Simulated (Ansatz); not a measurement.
Cost and result for the atomization energy of C$_{2}$H$_{6}$BClO$_{2}$ (`COB(Cl)OC`) (12 atoms, 11 bonds).

Cartesian coordinates in Å:
```
C -1.792 -0.904 0.484
O -0.544 -0.417 0.031
B 0.050 0.688 0.528
Cl -0.695 1.648 1.819
O 1.240 1.107 0.058
C 1.889 0.385 -0.975
H -1.755 -1.148 1.548
H -2.014 -1.806 -0.086
H -2.582 -0.169 0.321
H 2.829 0.896 -1.184
H 2.095 -0.642 -0.666
H 1.279 0.363 -1.880
```

Charge 0, multiplicity 1. The geometry is a stationary point of PBE0-D4/def2-TZVP. It is one conformer, not always the lowest. Program: Ansatz. All runs use 4 threads of an Arm Neoverse V2 on a shared host. Times are those of one run each, without the atoms' runs, and a repeat can differ threefold. Electronic energies, without spin–orbit coupling; frozen cores. CCSD(T)/CBS adds CCSD(T) − MP2 in def2-TZVPP to the MP2 limit, and its time is that of the two runs behind it. T1 = 0.012. HSE06 is the plane-wave form, built on full-range PBE exchange.

CCSD(T)/CBS is a level of theory with its own doubt, some kJ/mol a heavy atom from the limit and from the frozen cores, so smaller differences don't rank the functionals.

```
                          level  functions  wall time  atomization (kcal/mol)  difference from CCSD(T)/CBS  per bond
         LDA (SPW92)/def2-TZVPP        281      1.5 s                  1341.4                        179.3      16.3
           revPBE-D4/def2-TZVPP        281      2.5 s                  1158.8                         -3.3      -0.3
             BLYP-D4/def2-TZVPP        281      2.5 s                  1162.3                          0.2       0.0
PBE-D4/def2-TZVPP (with forces)        281      3.1 s                  1190.9                         28.8       2.6
            HSE06-D4/def2-TZVPP        281      4.1 s                  1168.7                          6.6       0.6
        CAM-B3LYP-D4/def2-TZVPP        281      4.3 s                  1170.1                          8.0       0.7
              B2PLYP/def2-TZVPP        281        7 s                  1152.8                         -9.3      -0.8
            PBE-QIDH/def2-TZVPP        281      7.5 s                  1159.1                         -3.0      -0.3
             ωB97X-V/def2-TZVPP        281      9.5 s                  1164.8                          2.7       0.2
               CCSD(T)/def2-SVP        118       11 s                  1113.2                        -48.9      -4.4
                 MP2/def2-QZVPP        535       32 s                  1178.8                         16.7       1.5
             CCSD(T)/def2-TZVPP        281      6 min                  1134.0                        -28.1      -2.6
              CCSD(T)/CBS(def2)          –    6.6 min                  1162.1                          0.0       0.0
```

At CCSD(T), def2-SVP lies −48.9 kcal/mol from the extrapolated value and def2-TZVPP −28.1 kcal/mol: correlation converges slowly with the basis, and small sets miss more of it in the bonded molecule than in its fragments. Leaving LDA and LC-ωPBE aside and taking each functional with its dispersion term where it has one, the values, not all of them listed here, spread over 64.2 kcal/mol, from BHLYP-D4 to PBE-D4. LDA lies +156.1 kcal/mol from PBE without D4, its usual overbinding. From r2SCAN to r2SCAN0 (25 % exact exchange), in def2-TZVPP and without D4, the atomization energy moves by −20.1 kcal/mol: exact exchange takes away binding that semilocal exchange gives to molecules.
